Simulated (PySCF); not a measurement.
Coordinates in bohr (charge 0 multiplicity 1):
```
Cd    2.8219    0.8043    0.0000
Cd   -2.8219   -0.8043    0.0000
H     0.1573    2.6861    0.0000
H    -0.1573   -2.6861    0.0000
H     5.6794   -0.5407    0.0000
H    -5.6794    0.5407    0.0000
```

These are results of PBE0/[Cd def2-TZVP with ECP28, H def2-TZVP], scalar-relativistic core potentials, density fitting, no spin–orbit coupling, PySCF, not measurements.

This geometry of Cd₂H₄ is a stationary point at this level.

(1) What is the point group?

(2) Is it a minimum?

(3) Which band is strongest in the infrared?

(4) Give the ideal-gas entropy at 298.15 K and 1 bar by parts.

(5) What is the atomisation energy, with and without zero-point energy?

Results:

(1) C2h.

(2) Yes: all harmonic wavenumbers are real.

(3) 568 cm⁻¹ (bu), 687 km/mol.

(4) translation 176.8, rotation 103.0, vibration 45.5, spin 0.0; total 325.3 J/(mol K).

(5) 770 kJ/mol without, 708 kJ/mol with.

Stability towards spin polarisation was not tested. Only a few start shapes were tried, so a lower isomer may exist.
